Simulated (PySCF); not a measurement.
hydrogen isocyanide (CHN), singlet, at a GFN2-xTB geometry. Base run: PBE0/6-31G, TDA in PySCF.

PySCF was given this input:
```python
from pyscf import gto, scf, dft, tdscf

mol = gto.M(
    atom='''
C    -0.000000   -0.000000   -0.733210
N     0.000000    0.000000    0.425228
H     0.000000    0.000000    1.422665
''',
    basis='6-31g',
    charge=0,
    spin=0,
    verbose=4,
)

mf = dft.RKS(mol)
mf.xc = 'pbe0'
mf.kernel()
td = mf.TDA()
td.nstates = 5
td.kernel()
td.analyze()
```

The base run was repeated with changes; each row names its change, and settings that it needs were set with it.

```json
[
 {"change": "base", "first excitation (eV)": "8.85", "oscillator strength of the first": "0.168", "second (eV)": "8.85"},
 {"change": "response = full linear response", "first excitation (eV)": "8.59", "oscillator strength of the first": "0.125", "second (eV)": "8.59"},
 {"change": "functional = camb3lyp", "first excitation (eV)": "8.84", "oscillator strength of the first": "0.167", "second (eV)": "8.84"},
 {"change": "basis = aug-cc-pVDZ", "first excitation (eV)": "8.07", "oscillator strength of the first": "0.021", "second (eV)": "8.36"},
 {"change": "basis = 6-31+G*", "first excitation (eV)": "8.47", "oscillator strength of the first": "0.020", "second (eV)": "8.53"},
 {"change": "functional = m062x", "first excitation (eV)": "8.36", "oscillator strength of the first": "0.000", "second (eV)": "8.63"},
 {"change": "functional = wb97x", "first excitation (eV)": "8.90", "oscillator strength of the first": "0.170", "second (eV)": "8.90"},
 {"change": "basis = def2-SVP", "first excitation (eV)": "8.71", "oscillator strength of the first": "0.154", "second (eV)": "8.71"},
 {"change": "functional = lc_wpbe", "first excitation (eV)": "8.86", "oscillator strength of the first": "0.170", "second (eV)": "8.86"},
 {"change": "functional = b3lyp", "first excitation (eV)": "8.83", "oscillator strength of the first": "0.166", "second (eV)": "8.83"},
 {"change": "conv_tol = 1e-3", "first excitation (eV)": "8.85", "oscillator strength of the first": "0.168", "second (eV)": "8.85"}
]
```

An iterative solver can miss low states, so a row lists the states that it found.
